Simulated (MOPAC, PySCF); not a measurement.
Cl3In, SMILES `[Cl][In]([Cl])[Cl]`, neutral singlet in the gas phase. 

Cartesian coordinates (Å):
SMILES: [Cl][In]([Cl])[Cl]
```xyz
4

Cl    -1.2749    -1.9117     0.0479
In    -0.0002    -0.0003    -0.0001
Cl     2.2925    -0.1454     0.0606
Cl    -1.0174     2.0574    -0.1085
```
Charge 0, spin multiplicity 1.

All levels are single points at this geometry (r2SCAN-D4/def2-TZVP); Pople sets use spherical d functions. Orbital energies aren't observables, and empty levels follow the basis.

B3LYP/6-311+G** (LANL2DZ on In) in PySCF gives dipole (D) = 0.00.

**Question.** Estimate the dipole (D) from each of these levels: PBE-D3(BJ)/def2-TZVP in PySCF; r2SCAN-D4/def2-TZVP in PySCF; B3LYP/6-31G* (LANL2DZ on In) in PySCF; B3LYP/LANL2DZ in PySCF; BP86/6-31G* (LANL2DZ on In) in PySCF; M06-2X/6-31G* (LANL2DZ on In) in PySCF; SVWN5/6-31G* (LANL2DZ on In) in PySCF; HF/6-31G* (LANL2DZ on In) in PySCF; AM1 in MOPAC; PM3 in MOPAC; PM6 in MOPAC; PM7 in MOPAC.

**Answer.** 
```csv
level,dipole (D)
PBE-D3(BJ)/def2-TZVP in PySCF,0.00
r2SCAN-D4/def2-TZVP in PySCF,0.00
B3LYP/6-31G* (LANL2DZ on In) in PySCF,0.00
B3LYP/LANL2DZ in PySCF,0.00
BP86/6-31G* (LANL2DZ on In) in PySCF,0.00
M06-2X/6-31G* (LANL2DZ on In) in PySCF,0.00
SVWN5/6-31G* (LANL2DZ on In) in PySCF,0.00
HF/6-31G* (LANL2DZ on In) in PySCF,0.00
AM1 in MOPAC,0.00
PM3 in MOPAC,0.00
PM6 in MOPAC,0.00
PM7 in MOPAC,0.00
```
